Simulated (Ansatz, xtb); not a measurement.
Gas-phase reaction in SMILES: CC(C)(F)[SiH3] [2-fluoropropan-2-ylsilane] + 4 [H][H] (H2) → 3 C (CH4) + F (HF) + [SiH4] (SiH4)
Structures are relaxed separately at B3LYP-D3(BJ)/def2-TZVP in Ansatz (an electronic-structure program).

Quantity: energy of full hydrogenation (electronic energy difference), in kJ/mol. Valence correlation only, unless marked. Spin-orbit coupling is left out. Non-relativistic. Basis-set limits of correlation are two-point, X^-3; Hartree-Fock from the larger set.

```json
[
 {"level": "GFN1-xTB", "program": "xtb", "energy of full hydrogenation (kJ/mol)": "-387.3"},
 {"level": "HF/6-31G*", "program": "Ansatz", "energy of full hydrogenation (kJ/mol)": "-320.6"}
]
```

### Question
What does CCSD(T)/CBS(cc-pV(T+d)Z,cc-pV(Q+d)Z) (Ansatz) give?

### Answer
-271.5 kJ/mol, so HF/6-31G* differs from it by -49.1 kJ/mol.
